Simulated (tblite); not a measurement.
Parent: `[CH2:1]=[C:2]1[CH2:3][C@H:4]1[O:5][SiH2:6][F:7]` with C3–C4–O5–Si6 147°, C4–O5–Si6–F7 64°, C4H7FOSi.

Computed geometry: GFN2-xTB, gas phase. One conformer each, not checked by frequencies here.

| coordinate of the parent | value |
| --- | --- |
| C1=C2 | 1.308 Å |
| C2–C3 | 1.468 Å |
| C3–C4 | 1.515 Å |
| C4–O5 | 1.388 Å |
| O5–Si6 | 1.607 Å |
| Si6–F7 | 1.612 Å |
| C2–C4 | 1.468 Å |
| C1–C2–C3 | 149.3° |
| C1–C2–C4 | 148.4° |
| C3–C2–C4 | 62.1° |
| C2–C3–C4 | 58.9° |
| C3–C4–O5 | 118.1° |
| C2–C4–C3 | 59.0° |
| C2–C4–O5 | 120.3° |
| C4–O5–Si6 | 133.4° |
| O5–Si6–F7 | 109.7° |

Problem. How does the shared frame change in `[CH2:1]=[C:2]1[C@@H:3]([O:4][SiH2:5][F:6])[C@H:7]1[CH:8]([F:9])[F:10]` with C2–C3–O4–Si5 -21°, C3–O4–Si5–F6 63°, C3–C7–C8–F9 -92°, C5H7F3OSi? Atoms pair as C1 = C1, C2 = C2, C3 = C7, C4 = C3, O5 = O4, Si6 = Si5, F7 = F6 (parent first).

Solution. 
| parent | relative | value in the relative | change |
| --- | --- | --- | --- |
| C1=C2 | C1=C2 | 1.308 Å | 0.000 |
| C2–C3 | C2–C7 | 1.474 Å | +0.006 |
| C3–C4 | C7–C3 | 1.529 Å | +0.014 |
| C4–O5 | C3–O4 | 1.380 Å | -0.008 |
| O5–Si6 | O4–Si5 | 1.612 Å | +0.005 |
| Si6–F7 | Si5–F6 | 1.613 Å | +0.001 |
| C2–C4 | C2–C3 | 1.464 Å | -0.004 |
| C1–C2–C3 | C1–C2–C7 | 147.4° | -1.9 |
| C1–C2–C4 | C1–C2–C3 | 149.2° | +0.8 |
| C3–C2–C4 | C7–C2–C3 | 62.7° | +0.6 |
| C2–C3–C4 | C2–C7–C3 | 58.3° | -0.6 |
| C3–C4–O5 | C7–C3–O4 | 120.6° | +2.5 |
| C2–C4–C3 | C2–C3–C7 | 59.0° | 0.0 |
| C2–C4–O5 | C2–C3–O4 | 121.8° | +1.5 |
| C4–O5–Si6 | C3–O4–Si5 | 134.6° | +1.2 |
| O5–Si6–F7 | O4–Si5–F6 | 109.5° | -0.2 |

Of the parent's bonds, C3–C4 changes most (+0.014 Å). Bonds of the relative outside the shared frame: C7–C8 1.504, C8–F9 1.358, C8–F10 1.359 Å. Point group C1 → C1.

Problem. How does the shared frame change in `[CH2:1]=[C:2]1[C@@H:3]([O:4][SiH2:5][F:6])[C@@H:7]1[CH:8]1[CH2:9][CH2:10]1` with C2–C3–O4–Si5 146°, C3–O4–Si5–F6 64°, C3–C7–C8–C9 -127°, C7H11FOSi? Atoms pair as C1 = C1, C2 = C2, C3 = C7, C4 = C3, O5 = O4, Si6 = Si5, F7 = F6 (parent first).

Solution. 
| parent | relative | value in the relative | change |
| --- | --- | --- | --- |
| C1=C2 | C1=C2 | 1.308 Å | 0.000 |
| C2–C3 | C2–C7 | 1.471 Å | +0.003 |
| C3–C4 | C7–C3 | 1.523 Å | +0.008 |
| C4–O5 | C3–O4 | 1.387 Å | -0.001 |
| O5–Si6 | O4–Si5 | 1.607 Å | 0.000 |
| Si6–F7 | Si5–F6 | 1.612 Å | 0.000 |
| C2–C4 | C2–C3 | 1.467 Å | -0.001 |
| C1–C2–C3 | C1–C2–C7 | 149.2° | -0.1 |
| C1–C2–C4 | C1–C2–C3 | 148.3° | -0.1 |
| C3–C2–C4 | C7–C2–C3 | 62.4° | +0.3 |
| C2–C3–C4 | C2–C7–C3 | 58.7° | -0.2 |
| C3–C4–O5 | C7–C3–O4 | 119.9° | +1.8 |
| C2–C4–C3 | C2–C3–C7 | 58.9° | -0.1 |
| C2–C4–O5 | C2–C3–O4 | 119.4° | -0.9 |
| C4–O5–Si6 | C3–O4–Si5 | 132.9° | -0.5 |
| O5–Si6–F7 | O4–Si5–F6 | 109.9° | +0.2 |

Of the parent's bonds, C3–C4 changes most (+0.008 Å). Bonds of the relative outside the shared frame: C7–C8 1.497, C8–C9 1.501, C9–C10 1.497, C8–C10 1.499 Å. Point group C1 → C1.

Problem. How does the shared frame change in `[CH2:1]=[CH:2][CH2:3][C@@H:4]1[C:5](=[CH2:6])[C@H:7]1[O:8][SiH2:9][F:10]` with C1–C2–C3–C4 -8°, C2–C3–C4–C5 151°, C5–C7–O8–Si9 -79°, C7–O8–Si9–F10 -63°, C7H11FOSi? Atoms pair as C1 = C6, C2 = C5, C3 = C4, C4 = C7, O5 = O8, Si6 = Si9, F7 = F10 (parent first).

Solution. 
| parent | relative | value in the relative | change |
| --- | --- | --- | --- |
| C1=C2 | C6=C5 | 1.308 Å | 0.000 |
| C2–C3 | C5–C4 | 1.470 Å | +0.002 |
| C3–C4 | C4–C7 | 1.517 Å | +0.002 |
| C4–O5 | C7–O8 | 1.390 Å | +0.002 |
| O5–Si6 | O8–Si9 | 1.607 Å | 0.000 |
| Si6–F7 | Si9–F10 | 1.612 Å | 0.000 |
| C2–C4 | C5–C7 | 1.469 Å | +0.001 |
| C1–C2–C3 | C6–C5–C4 | 149.2° | -0.1 |
| C1–C2–C4 | C6–C5–C7 | 148.6° | +0.2 |
| C3–C2–C4 | C4–C5–C7 | 62.2° | +0.1 |
| C2–C3–C4 | C5–C4–C7 | 58.9° | 0.0 |
| C3–C4–O5 | C4–C7–O8 | 118.5° | +0.4 |
| C2–C4–C3 | C5–C7–C4 | 59.0° | 0.0 |
| C2–C4–O5 | C5–C7–O8 | 120.6° | +0.3 |
| C4–O5–Si6 | C7–O8–Si9 | 133.1° | -0.3 |
| O5–Si6–F7 | O8–Si9–F10 | 109.7° | 0.0 |

No shared bond changes by more than 0.004 Å. Bonds of the relative outside the shared frame: C1=C2 1.319, C2–C3 1.501, C3–C4 1.512 Å. Point group C1 → C1.

Problem. How does the shared frame change in `[CH2:1]=[C:2]1[C@@H:3]([CH2:4][OH:5])[C@@H:6]1[O:7][SiH2:8][F:9]` with C2–C3–C4–O5 155°, C3–C4–O5–H -52°, C3–C6–O7–Si8 -53°, C6–O7–Si8–F9 63°, C5H9FO2Si? Atoms pair as C1 = C1, C2 = C2, C3 = C3, C4 = C6, O5 = O7, Si6 = Si8, F7 = F9 (parent first).

Solution. 
```
   parent   relative  value in the relative  change
    C1=C2      C1=C2                1.308 Å   0.000
    C2–C3      C2–C3                1.468 Å   0.000
    C3–C4      C3–C6                1.523 Å  +0.008
    C4–O5      C6–O7                1.384 Å  -0.004
   O5–Si6     O7–Si8                1.609 Å  +0.002
   Si6–F7     Si8–F9                1.612 Å   0.000
    C2–C4      C2–C6                1.468 Å   0.000
 C1–C2–C3   C1–C2–C3                 149.1°    -0.2
 C1–C2–C4   C1–C2–C6                 148.3°    -0.1
 C3–C2–C4   C3–C2–C6                  62.5°    +0.4
 C2–C3–C4   C2–C3–C6                  58.8°    -0.1
 C3–C4–O5   C3–C6–O7                 121.3°    +3.2
 C2–C4–C3   C2–C6–C3                  58.8°    -0.2
 C2–C4–O5   C2–C6–O7                 122.4°    +2.1
C4–O5–Si6  C6–O7–Si8                 133.1°    -0.3
O5–Si6–F7  O7–Si8–F9                 110.0°    +0.3
```

Of the parent's bonds, C3–C4 changes most (+0.008 Å). Bonds of the relative outside the shared frame: C3–C4 1.516, C4–O5 1.406 Å. Point group C1 → C1.
